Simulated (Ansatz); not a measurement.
## Ligand exchange: C2H2F3I + In(CH3)2(OH) → C2H3F3O + In(CH3)2I

Gas-phase species: C2H2F3I (1,1,1-trifluoro-2-iodoethane) `FC(F)(F)CI`, singlet; In(CH3)2(OH), singlet; C2H3F3O (2,2,2-trifluoroethanol) `OCC(F)(F)F`, singlet; In(CH3)2I, singlet. The partners trade I for OH: C–I and In–OH bonds give way to C–OH and In–I.

Shapes, held fixed at every level: PBE0-D4/def2-TZVP. Flexible molecules stand in one conformer, not always the lowest. Programs: Ansatz 0.2.0. Electronic energies: no zero-point or thermal term.

```
              level                    kind  ΔE (kJ/mol)  less CCSD(T)/def2-TZVPP
  PBE-D4/def2-TZVPP                     GGA        -88.8                     +0.4
B3LYP-D4/def2-TZVPP           global hybrid        -93.8                     -4.6
 wB97M-V/def2-TZVPP  range-separated hybrid        -95.7                     -6.5
 wB97X-V/def2-TZVPP  range-separated hybrid        -96.8                     -7.6
      CCSD/def2-SVP   coupled cluster or CI       -122.9                    -33.7
    CCSD/def2-TZVPP   coupled cluster or CI        -94.9                     -5.7
 CCSD(T)/def2-TZVPP   coupled cluster or CI        -89.2                      0.0
```

The highest level, CCSD(T)/def2-TZVPP, gives ΔE = -89.2 kJ/mol; the levels span -122.9 to -88.8. The column of differences is taken from that level and isn't an error. No measured value is set beside it here. For atoms past krypton def2 sets carry core potentials with scalar relativity. Outer-core shells of I, In are correlated, in sets that cover them unevenly.
